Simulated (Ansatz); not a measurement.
Ideal-gas functions of ClFISn (`[F][Sn]([Cl])[I]`) radical at 400 K and 1 bar, from an Ansatz frequency run at PBE0-D4/def2-TZVP.

Molar mass 300.07 g/mol, point group C1 (symmetry number 1), electronic degeneracy 2, moments of inertia 181.857, 719.717, 836.206 u Å². Harmonic wavenumbers (cm⁻¹, unscaled): 70, 109, 139, 193, 360, 607.

Use S(trans) = R[1.5 ln M + 2.5 ln T − 1.1517]; rotational temperatures θ = 24.2544 K / I; S(rot) = R[ln(√π/σ · √(T³/θAθBθC)) + 1.5]; for each mode x = 1.438777 ν̃/T, S = R[x/(eˣ − 1) − ln(1 − e⁻ˣ)] and H = RT x/(eˣ − 1); 1 cm⁻¹ = 0.0119627 kJ/mol; R = 8.31446 J/(mol·K).

Question: By hand: the entropy, in J/(mol·K).

Answer: Translation 186.1. Rotation: θ = 0.1334, 0.0337, 0.029 K, giving 129.1. Vibration, mode by mode: 19.80, 16.15, 14.16, 11.51, 6.72, 3.30, in all 71.7. Electronic 5.8. Sum 392.7 J/(mol·K).

Question: By hand: H − E and G − E in kJ/mol, counted from the electronic energy.

Answer: Zero-point energy ½ × 1478 × 0.0119627 = 8.8; thermal vibration 13.1; translation, rotation and pV give 4 RT = 13.3. H − E = 35.2 kJ/mol, and G − E = 35.2 − 400 × 392.7/1000 = -121.9 kJ/mol.

Vibration gives 18 % of the entropy, 50.1 J/(mol·K) of it from the modes under 150 cm⁻¹: soft modes count most, and the harmonic formula is weakest for them. The sum counts one conformer and one mirror image; others add a mixing term.
